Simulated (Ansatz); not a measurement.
Molecule: sum formula HSeCl₂ (charge +1, singlet). It need not be the lowest isomer of its formula. 
Coordinates optimised at B3LYP-D3(BJ)/def2-TZVP (Ansatz, a program for electronic structure):
```xyz
4

Se     0.1974    -0.1636     0.5841
Cl     0.9084     1.4315    -0.6290
Cl    -1.2571    -1.1435    -0.6183
H     -0.7848     0.6656     1.3450
```
Charge +1, spin multiplicity 1.

Basis-set convergence of Hartree-Fock and MP2 correlation energies (hartree) with Ansatz. Cores are frozen in the correlated levels unless marked. Spin-orbit coupling is left out. Frozen are the shells of the preceding noble gas and the d and f shells that filled before the atom's block. No relativistic terms.

```csv
basis,functions,E(HF),"E(corr, MP2)"
def2-SVP,73,-3318.49854,-0.38901
def2-TZVPP,146,[?],[?]
```

Q: Fill in the missing entries.

A: 
- def2-TZVPP, E(HF): -3319.13076
- def2-TZVPP, E(corr, MP2): -0.53079
